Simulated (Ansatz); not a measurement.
`CC(C)[O][Sn][OH]`. Charge 0, multiplicity 1. Sn takes the def2 core potential.

Z-matrix (Å, degrees):
```
C
C 1 1.519
H 1 1.093 2 111.2
H 1 1.093 2 110.9 3 120.4
H 1 1.093 2 109.8 3 -120.1
C 2 1.516 1 111.9 3 58.1
O 2 1.408 1 110.2 3 178.9
H 2 1.104 1 108.3 3 -60.4
H 6 1.091 2 110.4 1 179.8
H 6 1.093 2 111.1 1 -59.7
H 6 1.093 2 109.9 1 60.6
Sn 7 1.980 2 129.1 1 86.3
O 12 1.982 7 99.4 2 -0.6
H 13 0.961 12 117.5 7 -0.8
```

Q: What are the harmonic wavenumbers in cm⁻¹ at PBE0-D4/def2-TZVP (Ansatz, finite differences of forces, unscaled)? (Estimate.)

A: The calculation gave: 46, 80, 116, 211, 229, 259, 303, 368, 408, 453, 585, 606, 697, 861, 922, 941, 1012, 1160, 1161, 1192, 1359, 1372, 1391, 1402, 1470, 1475, 1483, 1497, 2942, 3042, 3049, 3119, 3123, 3130, 3135, 3875.

Q: Is this a minimum?

A: Yes, all 36 modes are real.

Q: Give the ideal-gas thermochemistry at 298.15 K and 1 bar (rigid rotor, harmonic oscillator; point group C1, symmetry number 1).

A: Zero-point energy 289.9 kJ/mol; H(298) − E = 315.4 kJ/mol; entropy 394.7 J/(mol·K), of which translation 174.6, rotation 120.4, vibration 99.7; G(298) − E = 197.7 kJ/mol. Modes under 100 cm⁻¹ are hindered rotations or soft bends, so the harmonic entropy is rough.

Q: And at 400, 500, 600, 800 and 1000 K?

A: 
| T (K) | H − E (kJ/mol) | S (J/mol/K) | G − E (kJ/mol) |
| --- | --- | --- | --- |
| 400 | 330.2 | 437.0 | 155.3 |
| 500 | 347.1 | 474.7 | 109.7 |
| 600 | 366.1 | 509.3 | 60.5 |
| 800 | 408.9 | 570.7 | -47.7 |
| 1000 | 456.7 | 624.0 | -167.3 |
